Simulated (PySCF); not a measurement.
Computed properties of B(F)(OMe)(NH2) (CH5BFNO), SMILES COB(N)F

B(F)(OMe)(NH2) (CH5BFNO), SMILES NB(F)OC. Geometry optimised at PBE0-D3(BJ)/def2-SVP. The structure was generated by enumeration, and PubChem lists no compound with its InChIKey, so it may never have been made. One conformer was computed; it need not be the lowest. All values are computed for the isolated molecule unless a solvent is named; none is compared with measurement here.

**Structure.** The optimised structure has Cs symmetry. All 24 harmonic modes at PBE0-D3(BJ)/def2-SVP (PySCF) are real, so it is a minimum. With heavy atoms numbered as in [B:1]([F:2])([O:3][CH3:4])[NH2:8], the shortest bond between them is B1–F2 at 1.338 Å and the longest B1–N8 at 1.407 Å.

**Vibrations.** The strongest infrared lines (harmonic, unscaled, degenerate partners summed) lie at 1435 cm⁻¹ (422 km/mol, B 50 %, H 27 %, F 8 %), 1607 cm⁻¹ (325 km/mol, H 55 %, N 22 %, B 21 %), 1520 cm⁻¹ (198 km/mol, H 54 %, B 28 %, O 13 %). The softest mode is at 122 cm⁻¹ and the zero-point energy is 48.4 kcal/mol.

**Electronic structure.** M06-2X/def2-TZVP (PySCF) places the frontier levels at -9.54 and 1.20 eV, a gap of 10.74 eV, and gives a dipole moment of 3.40 D and a mean polarisability of 36.7 bohr³. PBE/def2-TZVP (PySCF) at the same geometry gives -6.48 and -0.10 eV, so its gap is 4.36 eV narrower. An orbital gap is neither the optical nor the fundamental gap.

**Excitations.** TDA-B3LYP/def2-SVPD (PySCF) has S1 at 6.74 eV (184 nm, f = 0.044, weak); the most intense of the 10 singlets computed lies at 8.89 eV (f = 0.10). T1 (TDA) is at 6.49 eV, 0.25 eV under S1. TDA-PBE/def2-SVPD (PySCF) puts S1 at 6.21 eV. No vertical singlet excitation falls in the visible range (under 3.1 eV).

**NMR.** GIAO shifts at KT2/pcSseg-1 (PySCF) (non-relativistic, atoms alike by connectivity averaged): ¹³C at 53.8 ppm against TMS; ¹H from 2.0 to 3.8 ppm against TMS; ¹⁹F at -179.7 ppm against CFCl3; ¹¹B at 7.2 ppm against BF3.
